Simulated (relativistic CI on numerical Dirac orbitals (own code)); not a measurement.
What each ingredient does to the levels of Te XVI

Base calculation: Dirac-Coulomb-Breit CI, orbitals from a KLI potential per configuration, model QED, unscaled Slater integrals.

Configurations in the expansion (outside the closed core [Ar] 3d10): 4s²4p⁶4d, 4s²4p⁵4d², 4s²4p⁶4f, 4s4p⁶4d², 4s²4p⁶5s, 4s²4p⁵4d4f, 4s²4p⁶5p, 4s4p⁶4d4f, 4s²4p⁶5d, 4s²4p⁵4d5s, 4s²4p⁶5f, 4s²4p⁶6s, 4p⁶4d³, 4p⁵4d⁴, 4p⁵4d³4f. Double excitations out of closed p, d and f shells are left out; levels of such configurations are missing from the list, as are those of other unlisted configurations, and high levels can miss mixing partners. These lack a partner that the ground configuration has and come out too high: 4s²4p⁵4d5s.

Variants: (1) one mean potential for all configurations. Shifts of the energy above 4s²4p⁶4d ²D3/2, in cm⁻¹, for the lowest level and the first level of each name with at least 55 % of one term (blank where a level changes its place among those of its configuration and J or its character, or is not in the variant):

| Level | Base | Δ(1) |
| --- | --- | --- |
| 4s²4p⁶4d ²D3/2 | 0 | 0 |
| 4s²4p⁶4d ²D5/2 | 17411 | -9 |
| 4s²4p⁵4d² ⁴D°1/2 | 581871 | -155 |
| 4s²4p⁵4d² ⁴D°3/2 | 585537 | -156 |
| 4s²4p⁵4d² ⁴D°5/2 | 593833 | -156 |
| 4s²4p⁵4d² ⁴D°7/2 | 604938 | -159 |
| 4s²4p⁵4d² ⁴G°9/2 | 613499 | -166 |
| 4s²4p⁵4d² ⁴G°11/2 | 617625 | -163 |
| 4s²4p⁵4d² ⁴P°5/2 | 622291 | -171 |
| 4s²4p⁵4d² ⁴P°1/2 | 639938 | -174 |
| 4s²4p⁵4d² ²D°5/2 | 643757 | -176 |
| 4s²4p⁵4d² ²F°7/2 | 645983 | -239 |
| 4s²4p⁵4d² ⁴F°9/2 | 647729 | -173 |
| 4s²4p⁵4d² ²H°11/2 | 652059 | -186 |
| 4s²4p⁵4d² ²P°1/2 | 665984 | -181 |
| 4s²4p⁵4d² ²S°1/2 | 747839 | -188 |
| 4s²4p⁶5s ²S1/2 | 861729 | +572 |
| 4s²4p⁶5p ²P°1/2 | 1013254 | +836 |
| 4s²4p⁶5p ²P°3/2 | 1046665 | +948 |
| 4s4p⁶4d² ⁴F3/2 | 1101214 | -265 |
| 4s4p⁶4d² ⁴F5/2 | 1108133 | -261 |
| 4s4p⁶4d² ⁴F7/2 | 1117858 | -254 |

At this charge energies of transitions that change n are usually good to better than 1 %, and those within a shell (Δn = 0) to a few per cent. Levels and lines within the n = 5 or 6 shells can be off by up to 10 % or somewhat more, and those that change n by about 2 %, since core polarisation is missing.

Ionisation energy from the two ground configurations alone: base 354.515 eV. The NIST ASD value (theoretical) is 354 eV.

LS names give the leading component of a level, which can be under half, so a name can repeat, a term be missing and a line seem to break the LS rules.
